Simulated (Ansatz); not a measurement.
`C[O][SnH2][F]` + H₂ → `C[O][SnH3]` + H–F at 700 K and 1 bar (hydrogenolysis of the Sn–F bond).

Computed with Ansatz on PBE0-D4/def2-TZVP structures; ΔE is electronic, products minus reactants. CCSD(T)/CBS is the MP2 limit (def2-TZVPP, def2-QZVPP) plus CCSD(T) − MP2 in def2-TZVPP, frozen cores. This one scheme is used for every species. def2 core potentials past Kr. For Sn outer-core shells are correlated without core-valence functions, which leaves a few kJ/mol of doubt a bond. Each species was taken in one conformer, which may not be the lowest.

```tsv
species	CCSD(T)/CBS energy (Eh)	H − E (kJ/mol)	S (J/(mol·K))
`C[O][SnH2][F]`	-430.07156	219.7	451.5
H₂	-1.17544	46.8	155.3
`C[O][SnH3]`	-330.83288	225.6	419.8
H–F	-100.39570	45.2	198.5
```

H − E and S are ideal-gas, rigid-rotor, harmonic terms from PBE0-D4/def2-TZVP, for one conformer and one mirror image of each species. The MP2-based limit puts H₂ 0.8 mEh under its directly extrapolated value; such offsets cancel only in part. 1 Eh = 2625.50 kJ/mol, R = 8.31446 J/(mol·K).

Q: By hand: ΔE, ΔH, ΔS and ΔG.

A: ΔE = (-330.83288) + (-100.39570) − (-430.07156) − (-1.17544) = 0.01842 Eh = 48.4 kJ/mol. Δ(H − E) = 225.6 + 45.2 − 219.7 − 46.8 = 4.3, so ΔH = 52.7 kJ/mol. ΔS = 419.8 + 198.5 − 451.5 − 155.3 = 11.5 J/(mol·K). ΔG = 52.7 − 700 × (11.5)/1000 = 44.7 kJ/mol.

Q: By hand: the equilibrium constant, and the temperature at which ΔG would vanish if ΔH and ΔS stayed fixed.

A: log₁₀ K = −ΔG/(RT ln 10) = -3.3. ΔG = 0 at ΔH/ΔS = 4583 K, far beyond where these terms or the molecules hold.

The number of gas molecules stays the same, so ΔS is small and ΔH decides. A doubt of 5 kJ/mol in ΔE shifts log₁₀ K by 0.4 here. Other conformers and mirror images would add mixing entropy, several J/(mol·K) or more a flexible species. These are equilibria of isolated gas molecules and say nothing of rates. Largest T1 diagnostic: 0.014 (customary marks: 0.02 for closed shells, 0.045 for open ones).
